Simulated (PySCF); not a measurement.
## TeN: from constants to spectrum

ROHF-CCSD(T) constants of TeN, ²Π (doublet), unpaired electrons π ↑ (Te x2c-TZVPPall, N x2c-TZVPPall; spin-free X2C with a Gaussian nucleus (PySCF 2.14); masses 129.9062 and 14.0031 u):

* ωe: 790.1 cm⁻¹
* ωexe: 5.1 cm⁻¹
* Be: 0.38153 cm⁻¹
* αe: 0.00276 cm⁻¹
* D (centrifugal): 3.56e-07 cm⁻¹
* De to Te + N: 2.59 eV

**Question.** Give the vibrational terms G(v) and spacings up to v = 3.

**Answer.** G(v) = ωe(v+½) − ωexe(v+½)².

| v | G(v) (cm⁻¹) | G(v) − G(v−1) | Bv (cm⁻¹) |
| --- | --- | --- | --- |
| 0 | 394 |  | 0.3801 |
| 1 | 1174 | 780 | 0.3774 |
| 2 | 1943 | 770 | 0.3746 |
| 3 | 2703 | 760 | 0.3719 |

**Question.** How well does the Morse estimate ωe²/(4ωexe) reproduce De, and what is D0?

**Answer.** It gives 3.79 eV, 146 % of the computed De. D0 = De − G(0) = 2.59 − 0.05 = 2.54 eV.

Correlated steps freeze 19 core orbitals. These are scalar-relativistic numbers at best; spin–orbit coupling would shift them, the dissociation energy most. The CCSD T1 diagnostic is raised, a sign that a single reference may not be enough here. The state was picked by a PBE0 search and need not be the measured ground state.
